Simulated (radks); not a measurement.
All-electron atom: P3+ in [Ne] 3s1.5 4f0.5 (fractional occupations, a model configuration).

All-electron calculation, scalar-relativistic Kohn-Sham, PBEsol, spin-polarised, spherical densities, finite nucleus; open shells are filled with parallel spins first; Fermi nuclear charge, rms radius 3.1889 fm. Program: a radial shooting solver on a logarithmic mesh with Libxc functionals.

Energy parts (eV):
total: -9210.743
kinetic: 9240.237
electron-nucleus: -21484.060
Hartree: 3611.990
exchange-correlation: -578.909

Orbitals (lengths in bohr, moments of r in powers of bohr):
orbital  occ.  eigenvalue (eV)      <r^4>   <1/r>    <r^2>
1s up       1        -2126.011  0.0005421   14.63  0.01448
1s down     1        -2125.895  0.0005422   14.63  0.01448
2s up       1        -217.4213     0.1870   2.828   0.3202
2s down     1        -217.2663     0.1863   2.828   0.3199
2p up       3        -168.3392     0.1847   2.721   0.2917
2p down     3        -168.1816     0.1834   2.722   0.2910
3s up       1         -49.3099      14.45  0.8414    3.064
3s down   0.5         -47.9949      14.62  0.8430    3.072
4f up     0.5         -10.9086      832.5  0.2464    23.68

The highest occupied level is 4f up at -10.909 eV. The electron density at the nucleus is 2388 e/bohr^3 (large components only). Spin moment in Bohr magnetons: 1. Summed over all electrons, <r^2> = 18.86 bohr^2, which gives a Langevin (diamagnetic) susceptibility term of -14.9 x 10^-6 cm^3/mol. The spin density at the nucleus is 5.140 e/bohr^3 (1s 0.066, 2s -0.020, 3s 5.094). The density falls to 0.001 e/bohr^3 at r = 3.42 bohr.

Run on one thread of a shared host, so times are rough (Arm Neoverse V2): 0.1 s of CPU time, 0.1 s wall, 16 iterations on 2189 mesh points.
